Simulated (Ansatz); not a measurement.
Cost and result up the ladder for (CdS)4 ring (Cd₄S₄) (8 atoms). Total charge 0; singlet. Geometry: PBE-D4/def2-SVP.

```xyz
8

Cd    0.1309   -2.0185   -1.2936
Cd   -0.4772    1.2460   -1.9926
Cd   -0.1307    2.0185    1.2935
Cd    0.4769   -1.2461    1.9926
S    -0.3358   -0.7580   -3.2377
S    -0.6039    3.2139   -0.6896
S     0.3471    0.7598    3.2361
S     0.5928   -3.2156    0.6912
```

Ansatz on 4 threads of Arm Neoverse V2 on a shared host. Times are rough, and most runs start from the orbitals of an earlier one. PBE0-D4/def2-TZVP serves as the yardstick here, not as an exact answer. Differences are given only for rows in sets of like size (and for xTB, whose basis is part of the method), since another set adds its own error. Binding counts from free atoms at the same level (Cd singlet, S triplet; other spins of the atoms weren't run), without zero-point energy or a counterpoise term.

In the def2 sets Cd takes a core potential; there is no spin–orbit coupling. Correlated methods freeze 20 core orbitals; core or outer-core shells of Cd are correlated, in sets that lack core-valence functions.

Correlated methods converge slowly with the basis.

```csv
level,functions,wall time,binding energy per atom (eV),difference from PBE0-D4/def2-TZVP (eV)
PBE-D4/def2-SVP,196,3.1 s,2.09,–
PBE0-D4/def2-SVP,196,6 s,2.07,–
PBE-D4/def2-TZVP (with forces),308,6.5 s,2.07,0.01
HF/def2-TZVP,308,11 s,1.20,-0.85
PBE0-D4/def2-TZVP,308,13 s,2.06,0.00
MP2/def2-TZVP,308,13 s,2.06,0.00
r2SCAN-D4/def2-TZVP,308,15 s,2.11,0.05
BHLYP-D4/def2-TZVP,308,15 s,1.86,-0.20
RPA@PBE/def2-TZVP,308,19 s,1.75,-0.31
r2SCANh-D4/def2-TZVP,308,20 s,2.08,0.02
```
